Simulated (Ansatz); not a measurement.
A made-up structure of CH3OSe (charge +1), closed shell:

```
6
angstrom
O -0.2736 0.1067 -0.6208
C 0.0015 0.0601 0.6169
Se 1.5549 0.4208 0.7562
H -0.8866 -0.5844 -0.7383
H 0.5568 0.1700 -1.2702
H -0.9530 -0.1731 1.2562
```

It is relaxed with PBE-D4/def2-SVP and then PBE0-D4/def2-TZVP (Ansatz 0.2.0). Atoms count as bonded within 1.22 times the sum of their covalent radii (H–H: 0.88 Å). The end point is not checked to be a true minimum.

**Question.** Does its bonding change? (Judge from chemistry; the calculation decides.)

**Answer.** The calculation gives: No: no bond forms or breaks.

Where it ends: The first stage lowers the energy by 2.26 eV in 9 steps. It ends as CH₃OSe ([OH2][CH][Se]), total charge +1:
O1  (-0.359, 0.057, -0.734)
C2  (0.089, 0.090, 0.703)
Se3  (1.693, 0.490, 1.083)
H4  (-1.019, -0.621, -0.984)
H5  (0.394, 0.111, -1.359)
H6  (-0.797, -0.128, 1.291)
(Å)

Labels in which every atom is bracketed show which atoms are joined, not bond orders.

For scale, one of the runs: PBE0-D4/def2-TZVP relaxation, 128 basis functions, launched by `ansatz run in.yaml --threads 2 --pin off --events-out ev --progress --plain --max-ram 4352MiB`. Hardware: 2 CPU threads of an Arm Neoverse V1, shared host. Wall time about 18 s.
